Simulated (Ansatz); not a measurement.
`C#C[Si](F)(F)F` + HI → `F[Si](F)(F)I` + `C#C` at 700 K and 1 bar (ligand exchange at the Si–C bond).

Computed with Ansatz on PBE0-D4/def2-TZVP structures; ΔE is electronic, products minus reactants. CCSD(T)/CBS adds triple-zeta CCSD(T) − MP2 to the extrapolated MP2 energy (def2 sets, frozen cores). This one scheme is used for every species. def2 core potentials past Kr. For I outer-core shells are correlated without core-valence functions, which leaves a few kJ/mol of doubt a bond.

| species | CCSD(T)/CBS energy (Eh) | H − E (kJ/mol) | S (J/(mol·K)) |
| --- | --- | --- | --- |
| `C#C[Si](F)(F)F` | -665.32575 | 142.9 | 425.3 |
| HI | -298.03592 | 34.6 | 231.7 |
| `F[Si](F)(F)I` | -886.14639 | 82.0 | 406.6 |
| `C#C` | -77.22717 | 102.1 | 244.4 |

H − E and S are ideal-gas, rigid-rotor, harmonic terms from PBE0-D4/def2-TZVP. 1 Eh = 2625.50 kJ/mol, R = 8.31446 J/(mol·K).

Task: By hand: ΔE, ΔH, ΔS and ΔG.

Result: ΔE = (-886.14639) + (-77.22717) − (-665.32575) − (-298.03592) = -0.01189 Eh = -31.2 kJ/mol. Δ(H − E) = 82.0 + 102.1 − 142.9 − 34.6 = 6.6, so ΔH = -24.6 kJ/mol. ΔS = 406.6 + 244.4 − 425.3 − 231.7 = -6.0 J/(mol·K). ΔG = -24.6 − 700 × (-6.0)/1000 = -20.4 kJ/mol.

Task: By hand: the equilibrium constant, and the temperature at which ΔG would vanish if ΔH and ΔS stayed fixed.

Result: log₁₀ K = −ΔG/(RT ln 10) = 1.5. ΔG = 0 at ΔH/ΔS = 4100 K, far beyond where these terms or the molecules hold.

The number of gas molecules stays the same, so ΔS is small and ΔH decides. A doubt of 5 kJ/mol in ΔE shifts log₁₀ K by 0.4 here. These are equilibria of isolated gas molecules and say nothing of rates. Largest T1 diagnostic: 0.013 (customary marks: 0.02 for closed shells, 0.045 for open ones).
